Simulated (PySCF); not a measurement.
Geometries of 2 isomers of C3H5F2PSi, from PySCF, PBE0-D3(BJ)/def2-SVP geometry optimisation, gas phase. One conformer each, no zero-point energy, no frequencies.

**Question.** Which isomer lies lower at this level?
A.
```xyz
12
angstrom
F     -1.553   -2.461    0.024
C     -1.442   -1.167    0.118
C     -0.673   -0.131   -0.022
Si     0.857    0.808   -0.395
F      0.684    2.299    0.232
P      2.571   -0.210    0.650
C     -2.170    0.048    0.429
H      1.032    0.984   -1.863
H      2.415   -1.367   -0.178
H      3.568    0.370   -0.194
H     -2.892    0.467   -0.289
H     -2.370    0.328    1.475
```
B.
```xyz
12
angstrom
F      1.621    2.071   -1.352
C      1.585    1.132   -0.455
C      2.201    0.247    0.245
C      0.652    0.388    0.414
Si    -0.473   -0.942   -0.282
F      0.399   -1.719   -1.423
P     -2.245    0.024   -1.288
H      3.062   -0.320    0.580
H      0.282    0.890    1.328
H     -0.851   -1.953    0.748
H     -2.646    0.622   -0.051
H     -3.111   -1.102   -1.125
```

**Answer.** A. That is `FC1=C([Si@@H](F)P)C1`, 8.4 kcal/mol below the other.

| SMILES | atoms numbered as above | E (Eh) | relative (kcal/mol) | relative (kJ/mol) | dipole (D) |
| --- | --- | --- | --- | --- | --- |
| FC1=C([Si@@H](F)P)C1 | [F:1][C:2]1=[C:3]([Si@@H:4]([F:5])[PH2:6])[CH2:7]1 | -946.81766 | 0.0 | 0.0 | 1.33 |
| FC1=C[C@@H]1[Si@H](F)P | [F:1][C:2]1=[CH:3][C@@H:4]1[Si@H:5]([F:6])[PH2:7] | -946.80428 | 8.4 | 35.1 | 2.29 |
